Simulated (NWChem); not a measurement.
System meant: C3H8N, doublet; SMILES C[C](C)N

NWChem input:

```
start job
memory heap 200 mb stack 900 mb global 1100 mb
geometry units angstroms noautoz
  C     -0.686745     1.308163     0.002577
  C      0.015890     0.000012     0.165248
  C     -0.694346    -1.304033     0.002590
  N      1.416429    -0.004088     0.008838
  H     -1.697219     1.268637     0.424575
  H     -0.794604     1.620070    -1.056775
  H     -0.148546     2.118898     0.514130
  H     -1.704619    -1.258577     0.424469
  H     -0.160936    -2.117852     0.514261
  H     -0.803897    -1.615374    -1.056753
  H      1.795809    -0.837752    -0.430405
  H      1.800705     0.827480    -0.430114
end
basis spherical
  * library def2-svp
end
dft
  odft
  mult 2
  xc b3lyp
  iterations 4
  mulliken
end
task dft energy
```

End of the output:

```
     --------------------------
     Expectation value of S2:
     --------------------------
      <S2> =      0.7533 (Exact =     0.7500)

 center of mass
 --------------
 x =   0.05456774 y =   0.03680885 z =  -0.00000000

 moments of inertia (a.u.)
 ------------------
         227.374287571896           0.000000010924           0.000000000000
           0.000000010924         403.853145580395           0.000000000000
           0.000000000000           0.000000000000         203.571649549029

     Multipole analysis of the density
     ---------------------------------

     L   x y z        total         alpha         beta         nuclear
     -   - - -        -----         -----         ----         -------
     0   0 0 0     -0.000000    -17.000000    -16.000000     33.000000

     1   1 0 0      0.207018     -0.038606      0.245625     -0.000000
     1   0 1 0     -0.476877     -0.390297     -0.086579      0.000000
     1   0 0 1     -0.000000     -0.000000      0.000000      0.000000

     2   2 0 0    -18.604653    -70.269607    -67.608979    119.273933
     2   1 1 0     -1.917440     -0.179265      0.304906     -2.043081
     2   1 0 1      0.000000      0.000000      0.000000     -0.000000
     2   0 2 0    -21.074385    -18.363436    -15.582721     12.871771
     2   0 1 1     -0.000000     -0.000000     -0.000000      0.000000
     2   0 0 2    -19.054178    -80.838302    -78.415914    140.200037

 ------------------------------------------------------------------------
 dft energy failed                                                                                  0
 ------------------------------------------------------------------------
 ------------------------------------------------------------------------
  current input line :
    27: task dft energy
 ------------------------------------------------------------------------
 ------------------------------------------------------------------------
 This type of error is most commonly associated with calculations not reaching convergence criteria
 ------------------------------------------------------------------------
 For more information see the NWChem manual at https://nwchemgit.github.io

0:dft energy failed:Received an Error in Communication
```

**Question.** Can this run be used? If not, why, and what is the fix?

**Answer.** The run did not converge; its last values are not results. Cause: the SCF was allowed too few iterations. This input runs:
```
start job
memory heap 200 mb stack 900 mb global 1100 mb
geometry units angstroms noautoz
  C     -0.686745     1.308163     0.002577
  C      0.015890     0.000012     0.165248
  C     -0.694346    -1.304033     0.002590
  N      1.416429    -0.004088     0.008838
  H     -1.697219     1.268637     0.424575
  H     -0.794604     1.620070    -1.056775
  H     -0.148546     2.118898     0.514130
  H     -1.704619    -1.258577     0.424469
  H     -0.160936    -2.117852     0.514261
  H     -0.803897    -1.615374    -1.056753
  H      1.795809    -0.837752    -0.430405
  H      1.800705     0.827480    -0.430114
end
basis spherical
  * library def2-svp
end
dft
  odft
  mult 2
  xc b3lyp
  iterations 150
  mulliken
end
task dft energy
```
It converges to -173.71183 Ha (B3LYP/def2-SVP, spin-unrestricted).
